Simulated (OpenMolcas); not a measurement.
**Computed transition rates of Sb+**

```yaml
Program: OpenMolcas 26.06
Method: "SS-RASPT2, IPEA 0.25 Eh, imaginary shift 0.1 Eh (closed shells correlated: 4d)"
Basis: ANO-RCC-VTZP [7s6p4d2f1g]
Scalar_Hamiltonian: DKH2, point nucleus
Active_space: 4 electrons in 9 orbitals (RAS2 5s 5p; RAS3 5d, at most 2 electrons)
State_averaging: 2S+1 = 3 even, 3 roots; 2S+1 = 1 even, 6 roots; 2S+1 = 5 odd, 1 root; 2S+1 = 3 odd, 8 roots; 2S+1 = 1 odd, 8 roots
Spin-orbit_coupling: RASSI with atomic mean-field integrals over the reference wave functions, term energies averaged over their components
```

Rates come from the transition moments of the reference wave functions (E1 and E2 in the length form). At fixed line strength A goes as λ^-3 for E1 and M1 and as λ^-5 for E2, so a rate at the computed wavelength can be rescaled to the measured one. Measured vacuum wavelengths follow from level energies in NIST Handbook of Basic Atomic Spectroscopic Data. Branching counts decays inside the model space alone, at computed energies, and the table is only a selection of the E2 and M1 lines, drawn from those between levels with measured partners whose computed energy lies within a factor of 1.5 of the measured one.

```csv
Upper,Lower,Type,λ computed (nm),λ measured (nm),A computed (s-1),A rescaled (s-1),Branching %
5s2 5p2 1S0,5s2 5p2 3P1,M1,468.6,479.6,2.06e+01,,85.1
5s2 5p2 1S0,5s2 5p2 1D2,E2,869.6,899.6,2.09e+00,1.76e+00,8.6
5s2 5p2 1D2,5s2 5p2 3P2,M1,1357,1402,1.59e+00,,52.3
5s2 5p2 1S0,5s2 5p2 3P2,E2,530,548,1.52e+00,,6.3
5s2 5p2 1D2,5s2 5p2 3P1,M1,1016,1027,1.42e+00,,46.7
5s2 5p2 3P1,5s2 5p2 3P0,M1,3883,3274,2.96e-01,4.94e-01,100.0
5s2 5p2 3P2,5s2 5p2 3P1,M1,4046,3841,1.82e-01,2.13e-01,98.9
5s2 5p2 1D2,5s2 5p2 3P2,E2,1357,1402,1.78e-02,,0.6
5s2 5p2 3P2,5s2 5p2 3P0,E2,1981,1767,1.88e-03,3.33e-03,1.0
```

Spin-changing lines and M1 lines between different terms are not rescaled, since their strength hangs on the term gaps too.

The largest correction is for 5s2 5p2 3P2 → 5s2 5p2 3P0 (E2): 1.88e-03 × (1981 / 1767)^5 = 3.33e-03 s-1, a factor of 1.77.

No measured rate stands beside these. Rescaling mends the energy factor alone: line strengths can still be far off where a level mixes with configurations outside the active space, and weak or spin-changing lines hang on small mixing coefficients that depend on the term gaps too, so rescaling need not improve them.

CASPT2 breaks the degeneracy within a term, and the mean is taken; among the terms shown or strongly mixed into the levels shown the widest spread is 12 cm-1 (5s2 5p2 1D). The run also gave levels led by 5s2 5p 5d, which use shells meant for correlation; these and all levels above them are left out. Some terms miss by over 15 % even with CASPT2, which points to a basis or an active space too small for the shells correlated. Measured partners are found by configuration, term and J. A level has none where our copy of the source lacks it or the pairing is in doubt (some pairs that miss far off the trend of their configuration count as doubtful). Levels of configurations outside the active space are missing.
